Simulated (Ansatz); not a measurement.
ReO₄, that is [ReO4]- with one electron fewer. Total charge 0; doublet. Geometry PBE0-D4/def2-SVPD, that of the charge -1 singlet; atoms count from 1.

```xyz
5

Re    0.000    0.000    0.000
O    -0.371   -1.214   -1.178
O    -0.749    1.494   -0.454
O     1.716    0.217    0.084
O    -0.596   -0.497    1.548
```

In the def2 sets Re takes a core potential; there is no spin–orbit coupling.

Estimate the Mulliken populations from the PBE0/def2-TZVPD orbitals of Ansatz.


| atom | charge (e) | spin (α − β) | d electrons |
| --- | --- | --- | --- |
| Re1 | 1.83 | -0.26 | 4.16 |
| O2 | -0.52 | 0.05 | – |
| O3 | -0.52 | 0.05 | – |
| O4 | -0.39 | 0.58 | – |
| O5 | -0.39 | 0.58 | – |
Mulliken values and Mayer orders depend strongly on the basis. With diffuse functions, as here, like atoms can get unlike values, and bond orders can come out too low or too high.

Where does the spin sit?

Summed by element: Re -0.26, O 1.26, of 1 unpaired in all. Largest on single atoms: O4 0.58, O5 0.58, Re1 -0.26.

And the Mayer bond orders between bonded heavy atoms (over 0.3)?

Re1–O2 1.72 (1.73 Å); Re1–O3 1.72 (1.73 Å); Re1–O4 1.41 (1.73 Å); Re1–O5 1.41 (1.73 Å).
